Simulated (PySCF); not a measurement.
Compound: C3H8O2Si2.
Atom-mapped SMILES: `[CH2:1]=[C:2]1[CH2:3][O:4][Si@H:5]1[O:6][SiH3:7]` (hydrogens: H8, H9 on C1; H10, H11 on C3; H12 on Si5; H13, H14, H15 on Si7)

Structure used (GFN2-xTB), in Å, numbered top down from 1:
```
atom  x, y, z in Å
C1    -2.022    1.288    0.330
C2    -1.369    0.190    0.007
C3    -1.623   -0.803   -1.095
O4    -0.470   -1.636   -0.914
Si5    0.115   -0.892    0.448
O6     1.619   -0.327    0.352
Si7    2.858    0.401   -0.413
H8    -2.900    1.614   -0.209
H9    -1.704    1.910    1.150
H10   -1.622   -0.384   -2.103
H11   -2.528   -1.397   -0.949
H12    0.097   -1.719    1.639
H13    2.480    1.795   -0.646
H14    3.118   -0.298   -1.669
H15    3.948    0.265    0.547
```

Theory: TDDFT CAM-B3LYP/def2-SVPD, vertical, gas phase, core orbitals frozen in the response in PySCF 2.14.0, density-fitted response routines. GFN2-xTB frequencies show an imaginary mode (28i cm⁻¹), so this geometry is no minimum at that level.

Transition dipole moments from the ground state, in atomic units and in the frame of the coordinates above (overall signs are arbitrary), for the states with f of 0.002 or more among the lowest 7:

```json
{"state": "S1", "E (hartree)": "0.2223", "μx": "0.028", "μy": "-0.158", "μz": "0.065"}
{"state": "S2", "E (hartree)": "0.2465", "μx": "-0.665", "μy": "0.780", "μz": "0.271"}
{"state": "S3", "E (hartree)": "0.2620", "μx": "0.257", "μy": "-0.024", "μz": "-0.195"}
{"state": "S4", "E (hartree)": "0.2654", "μx": "-0.527", "μy": "0.773", "μz": "0.133"}
{"state": "S5", "E (hartree)": "0.2707", "μx": "-0.373", "μy": "-0.073", "μz": "0.024"}
{"state": "S6", "E (hartree)": "0.2746", "μx": "-0.168", "μy": "0.435", "μz": "0.085"}
{"state": "S7", "E (hartree)": "0.2773", "μx": "-0.308", "μy": "0.232", "μz": "0.044"}
```

Q: Work out the oscillator strengths.

A: f = (2/3) ΔE |μ|² with ΔE in hartree (27.2114 eV).

| state | \|μ\|² (au) | \|μ\| (D) | f |
| --- | --- | --- | --- |
| S1 | 0.030 | 0.44 | 0.004 |
| S2 | 1.125 | 2.70 | 0.185 |
| S3 | 0.105 | 0.82 | 0.018 |
| S4 | 0.893 | 2.40 | 0.158 |
| S5 | 0.145 | 0.97 | 0.026 |
| S6 | 0.225 | 1.21 | 0.041 |
| S7 | 0.151 | 0.99 | 0.028 |

Q: Which bond between heavy atoms lies closest to the direction of the S2 transition dipole?

A: C1–C2, at 9° from it; next C3–O4 at 26°.

Q: What angle do the transition dipoles of S4 and S7 make?

A: |cos θ| = |μa·μb| / (|μa| |μb|) = 0.95, so θ ≈ 19° (taken between 0 and 90°, since the signs are arbitrary).

Q: How is the summed strength of these states shared among x, y and z?

A: (2/3) Σ ΔE μα² gives 0.181 for x, 0.255 for y and 0.024 for z, 0.461 in all.

Q: What peak molar absorption coefficient would the strongest computed level give as a lone Gaussian band 0.5 eV wide at half height?

A: ε(max) = 2.175×10⁸ f / FWHM, with the width in cm⁻¹. S2: 2.175×10⁸ × 0.1850 / 4033 ≈ 10000 L mol⁻¹ cm⁻¹.

One conformer stands for the species.
